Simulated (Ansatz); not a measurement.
CH5NO2SSi, SMILES `N[Si]1(O)OCS1`, relaxed with RKS PBE-D4/def2-SVP in Ansatz from a rough embedded geometry. The force threshold is 0.03 eV/Å; the program also tests the step.

Charge 0, multiplicity 1.

Start:

```xyz
11

N     0.437    1.942   -0.199
Si   -0.221    0.436    0.085
O    -1.806    0.511    0.173
O     0.329   -0.706   -0.975
C     0.396   -1.797   -0.004
S     0.683   -0.746    1.501
H     0.316    2.175   -1.133
H     1.450    1.780   -0.057
H    -2.210    1.226    0.774
H    -0.572   -2.343    0.020
H     1.199   -2.479   -0.185
```

```json
{"step": "1", "energy (eV)": "-25391.0353", "largest force (eV/Å)": "3.394", "largest move (Å)": "0.000"}
{"step": "2", "energy (eV)": "-25391.7004", "largest force (eV/Å)": "1.280", "largest move (Å)": "0.199"}
{"step": "3", "energy (eV)": "-25391.8557", "largest force (eV/Å)": "0.920", "largest move (Å)": "0.180"}
{"step": "4", "energy (eV)": "-25391.9236", "largest force (eV/Å)": "0.830", "largest move (Å)": "0.200"}
{"step": "5", "energy (eV)": "-25391.9627", "largest force (eV/Å)": "0.256", "largest move (Å)": "0.200"}
{"step": "6", "energy (eV)": "-25391.9695", "largest force (eV/Å)": "0.127", "largest move (Å)": "0.091"}
{"step": "7", "energy (eV)": "-25391.9724", "largest force (eV/Å)": "0.060", "largest move (Å)": "0.033"}
{"step": "8", "energy (eV)": "-25391.9726", "largest force (eV/Å)": "0.081", "largest move (Å)": "0.050"}
{"step": "9", "energy (eV)": "-25391.9733", "largest force (eV/Å)": "0.098", "largest move (Å)": "0.025"}
{"step": "10", "energy (eV)": "-25391.9735", "largest force (eV/Å)": "0.010", "largest move (Å)": "0.007"}
```

End:

```xyz
11

N     0.555    1.820   -0.208
Si   -0.305    0.360    0.065
O    -1.931    0.728    0.087
O    -0.125   -0.994   -0.949
C     0.417   -1.901   -0.001
S     0.598   -0.876    1.570
H     0.216    2.523   -0.869
H     1.574    1.822   -0.135
H    -2.146    1.549    0.563
H    -0.267   -2.756    0.190
H     1.415   -2.277   -0.314
```

It took 9.5 s on 4 threads of an Intel Xeon 6975P-C on a shared host, with 0.2 GiB of host memory at the peak.
